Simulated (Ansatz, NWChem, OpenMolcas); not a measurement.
# GeS (germanium sulfide): the energy, rung by rung

GeS: 2 atoms, total charge 0, spin state singlet. As SMILES, `[S+]#[Ge-]`. The bond length is the measured one.

```jsonl
{"atom": "S", "x (Å)": "0.0000", "y (Å)": "0.0000", "z (Å)": "0.0000"}
{"atom": "Ge", "x (Å)": "0.0000", "y (Å)": "0.0000", "z (Å)": "2.0121"}
```

Each level gives the energy change with the S1–Ge2 bond stretched from 2.012 to 3.018 Å (eV). The values are calculated.

```csv
level,kind,program,value (eV),CPU time (all runs)
SVWN5/aug-cc-pVTZ (restricted),LDA,Ansatz,3.93,15 s
M06-L/aug-cc-pVTZ (restricted),meta-GGA,OpenMolcas,4.00,71 s
TPSS/aug-cc-pVTZ (restricted),meta-GGA,NWChem,3.75,10 min
M06-2X/aug-cc-pVTZ (restricted),hybrid meta-GGA,OpenMolcas,4.52,65 s
wB97X/aug-cc-pVTZ (restricted),range-separated hybrid,Ansatz,4.92,68 s
MP2/aug-cc-pVTZ (restricted),perturbation theory,OpenMolcas,5.15,18 s
BCCD(T)/aug-cc-pVTZ (restricted),coupled cluster or CI,Ansatz,3.67,47 s
CCSD(T)/aug-cc-pVTZ (restricted),coupled cluster or CI,Ansatz,3.35,39 s
```

All-electron rows without a relativistic Hamiltonian named are non-relativistic. The first shape isn't each level's own minimum. The values span 3.35 to 5.15 eV. The coupled-cluster rows rest on a doubtful reference here (large T1 or Brueckner and Hartree–Fock orbitals at odds), and rows may lie in different states. In the correlated wave-function rows the outer d shell of Ge is correlated, in sets not made for it. Times are those of the runs behind each value, whatever else they computed, on shared processors of several kinds: orders of magnitude only.
